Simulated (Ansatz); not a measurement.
`CB(F)C=O` and `CB(F)[NH][AlH2]` differ in one atom or group.

Ansatz, PBE0-D4/def2-TZVP geometries, multiplicity 1. Each molecule was computed in one conformer, which needn't be the lowest. `CB(F)[NH][AlH2]` holds a close contact that its SMILES doesn't draw: Al···F 2.01 Å.

| property | `CB(F)C=O` |
| --- | --- |
| HOMO energy (PBE/def2-TZVPP) / eV | -5.63 |
| LUMO energy (PBE0/def2-TZVPP) / eV | -2.48 |
| size of the dipole moment (ωB97M-V/def2-TZVPP) / D | 3.37 |
| HOMO–LUMO gap (PBE0/def2-TZVPP) / eV | 4.74 |
| LUMO energy (B3LYP/def2-TZVPP) / eV | -2.74 |
| size of the dipole moment (B3LYP/def2-TZVPP) / D | 3.37 |

Q: Give the same properties after the change, and the shifts. (Estimate.)

A: Ansatz gave: 
| property | `CB(F)[NH][AlH2]` | shift |
| --- | --- | --- |
| HOMO energy (PBE/def2-TZVPP) / eV | -6.45 | -0.82 |
| LUMO energy (PBE0/def2-TZVPP) / eV | -0.14 | 2.34 |
| size of the dipole moment (ωB97M-V/def2-TZVPP) / D | 2.69 | -0.68 |
| HOMO–LUMO gap (PBE0/def2-TZVPP) / eV | 7.57 | 2.83 |
| LUMO energy (B3LYP/def2-TZVPP) / eV | -0.37 | 2.37 |
| size of the dipole moment (B3LYP/def2-TZVPP) / D | 2.64 | -0.73 |

With PBE0 the HOMO falls by 0.48 eV and the LUMO rises by 2.34 eV, so the gap widens by about 2.82 eV. PBE moves the HOMO by -0.82 eV and ωB97M-V by -0.34 eV. Dipoles are sizes alone; their direction can turn.

B3LYP here is the variant with VWN-RPA as its local correlation; programs differ in this.
